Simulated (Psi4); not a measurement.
Pair of molecules, SMILES CF with SMILES CC#N (the first has 5 atoms); geometry from B3LYP-D3(BJ)/def2-TZVP.
(charge 0, multiplicity 1):
```xyz
11

C      0.37294     0.59248    -0.17773
F      1.16322    -0.29152     0.56562
H     -0.17778     1.22593     0.51524
H      1.03060     1.19013    -0.80904
H     -0.31110     0.00621    -0.79144
C      1.05544    -0.33384     3.80620
C      0.14400     0.72646     3.40956
N     -0.57503     1.56195     3.08293
H      1.40318    -0.85830     2.91686
H      1.91330     0.08670     4.33154
H      0.54818    -1.03749     4.46671
```

Level of theory: SAPT0/jun-cc-pV(D+d)Z run with Psi4.

### Question
Which attractive term is largest, and how does the interaction split up?

### Answer
electrostatics -20.2, exchange 14.9, induction -3.5, dispersion -6.9, total -15.7 kJ/mol; the largest attraction is electrostatics.
